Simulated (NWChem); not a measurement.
## Atomisation of 1,2,4-triazole (C$_{2}$H$_{3}$N$_{3}$)

SMILES: c1nc[nH]n1
```xyz
8

C     -1.1138    -0.0215     0.0000
N     -0.4116     1.1379     0.0000
C      0.8345     0.7221     0.0000
N      0.8609    -0.6248     0.0000
N     -0.3795    -1.1178     0.0000
H     -2.2027    -0.0626     0.0000
H      1.7318     1.3407     0.0000
H      1.6588    -1.2487     0.0000
```
Charge 0, spin multiplicity 1.

All runs are NWChem calculations. Structure: optimised with PBE0/def2-SVP, a minimum by its harmonic frequencies.

Basis set: def2-TZVP. The atomisation energy is electronic alone: no zero-point, thermal, spin-orbit or counterpoise terms. No value is extrapolated to the basis-set limit. Free atoms are single determinants with multiplicities C 3, N 4, H 2. Correlated methods freeze the same cores in atoms and molecule, 5 orbitals in all.

B3LYP has NWChem's definition, with VWN1-RPA local correlation. The stability of the SCF solutions was not checked. Open-shell Hartree-Fock references start from PBE0 orbitals.

Task: Order these methods by the atomisation energy they give, lowest first: LDA (SVWN5), B3LYP, PBE0, BP86, HF, MP2.

Result: HF (504.1 kcal/mol), MP2 (811.3 kcal/mol), B3LYP (821.6 kcal/mol), PBE0 (833.0 kcal/mol), BP86 (868.4 kcal/mol), LDA (SVWN5) (989.6 kcal/mol)
